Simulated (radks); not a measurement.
Problem. Valence configurations of Al I (all share [Ne]). Method: scalar-relativistic Kohn-Sham, r2SCAN, spin-polarised, spherical densities, finite nucleus; open shells are filled with parallel spins first; meta-GGA in the generalised Kohn-Sham scheme; Fermi nuclear charge, rms radius 3.061 fm; computed with a radial shooting solver on a logarithmic mesh with Libxc functionals. Order these by energy: 3s1.5 3p1.5; 3s0.5 3p2.5; 3p3; 3s2 3p1; 3s1 3p2.

Solution. From the lowest, in eV above it: 3s2 3p1 0.000; 3s1.5 3p1.5 1.872; 3s1 3p2 3.049; 3s0.5 3p2.5 5.893; 3p3 8.735. NIST lists [Ne] 3s2 3p1 as the ground configuration; this level of theory agrees among the configurations tried. The energies are those of spherical high-spin densities, not of single terms.
